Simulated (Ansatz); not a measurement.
Ansatz (a first-principles code) input:

Ansatz 0.2 input:
```yaml
crystal:
  periodic: [false, false, false]
  atoms:
    - {symbol: Ge, position_ang: [-0.18029856, -0.15314215, -0.01733750]}
    - {symbol: O, position_ang: [-1.42229256, -1.32383293, -0.09653532]}
    - {symbol: Cl, position_ang: [-0.41447877, 1.75412001, -0.77182363]}
    - {symbol: Cl, position_ang: [1.55615888, -0.78033805, 0.88019632]}
    - {symbol: H, position_ang: [-2.26066751, -1.06308099, -0.51525315]}
basis:
  gaussian:
    orbitals: def2-SVPD
total_charge: 1
magnetization: {spin_polarized: false}
correlation: {method: ccsd_t, electrons: outside_noble_gas}
output: {forces: true}
```

**Question.** Which total energy does the run end on?

**Answer.** -3069.62476 Eh (CCSD(T)/def2-SVPD). The basis has 123 functions. The run takes about 90 core-seconds (a rough figure).

It need not be the lowest isomer of its formula.
